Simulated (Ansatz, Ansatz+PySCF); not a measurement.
```xyz
2

B     0.0000    0.0000   -0.8711
P     0.0000    0.0000    0.8711
```

Basis set: def2-SVP (spherical functions). Left uncorrelated: 6 orbitals. Correlation on ROHF uses semicanonical orbitals with singles. Charge 0, multiplicity 3.

Computed with Ansatz (development build ahead of 0.2.0); each method stands on the lowest determinant of its kind that the runs found.

The atomization energy at this shape (free ground-state atoms in the same class of orbitals less the molecule, no zero-point energy) of triplet BP:

```csv
method,atomization energy
ROHF-CCSD(T),2.91 eV
ROHF-MP2,3.05 eV
UHF-MP2,2.87 eV
ROHF,1.76 eV
```

(1) What does UHF give?

## Answers

(1) 1.84 eV. Caution for UHF-MP2, UHF: the unrestricted determinant is spin contaminated.
